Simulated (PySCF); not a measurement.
C₃H₇BSn.
Bonds: C1–C2, C2–C3 (triple), C3–B4, B4–Sn5. Hydrogens: H6, H7, H8 on C1; H9 on B4; H10, H11, H12 on Sn5.

Computed by this run: PBE0-D3(BJ)/def2-SVP geometry optimisation, gas phase, def2 core potentials past Kr (PySCF 2.14.0); density fitting, grid level 1; the optimiser is geomeTRIC in internal coordinates, started from a GFN2-xTB structure with every atom displaced at random (about 0.01 Å).

Step 0: E = -9722.3954 eV
```
atom  x, y, z in Å  |  force x, y, z in eV/Å
C1      2.7453    0.7910   -0.4857   -1.335   0.962   0.015
C2      1.5302    0.1140   -0.0791    0.698   0.165  -0.151
C3      0.5252   -0.4871    0.2702    1.409   0.665  -0.385
B4     -0.6722   -1.1573    0.6711   -1.774  -0.380   0.222
Sn5    -2.6389   -0.2558    0.1440    0.163   0.007   0.334
H6      2.8729    0.6674   -1.5611    0.190  -0.091  -0.378
H7      2.6209    1.8836   -0.3074    0.145  -0.325  -0.089
H8      3.6134    0.4530    0.0438    0.850  -0.418   0.421
H9     -0.6826   -2.1625    1.2813    0.088  -0.692   0.421
H10    -3.7102   -1.2358   -0.6517   -0.500  -0.788  -0.498
H11    -2.6078    1.1123   -0.7915    0.259   0.790  -0.590
H12    -3.5564    0.2490    1.4571   -0.194   0.105   0.680
```

Question: Estimate the geometry and energy of step 1. (The exact step hangs on the optimiser's Hessian estimate; all steps are aligned on step 0, rigid shifts and turns removed.)

Answer: E = -9722.5997 eV, largest force 0.502 eV/Å
```
atom  x, y, z in Å  |  force x, y, z in eV/Å
C1      2.7496    0.8177   -0.4909    0.297  -0.116   0.054
C2      1.5652    0.1026   -0.0797   -0.032   0.041  -0.005
C3      0.5495   -0.4904    0.2650   -0.156  -0.163   0.088
B4     -0.7160   -1.1690    0.6776   -0.019   0.155  -0.085
Sn5    -2.7060   -0.2357    0.1360   -0.436   0.194  -0.141
H6      2.9072    0.6893   -1.5753   -0.002  -0.003   0.037
H7      2.6434    1.8956   -0.3038   -0.020   0.083   0.008
H8      3.6565    0.4571    0.0337   -0.173   0.068  -0.125
H9     -0.7094   -2.1921    1.3169    0.042  -0.037   0.006
H10    -3.7749   -1.3538   -0.7039    0.324   0.306   0.232
H11    -2.5557    1.1981   -0.8674   -0.034  -0.404   0.266
H12    -3.5699    0.2521    1.5828    0.209  -0.122  -0.333
```

The energy changes by -0.2043 eV. The first-order estimate −F·Δx gives -0.5848 eV and the mean of the old and new forces, exact on a quadratic surface, -0.2168 eV. The step makes an angle of 54° with the force vector and moves no atom by more than 0.144 Å.

The cost below is that of the whole optimisation. The run took 28 s on one thread, Arm Neoverse V1 (aarch64), shared host with 64 logical CPUs at a one-minute load of 29, and the process peaked at 0.50 GiB of memory.
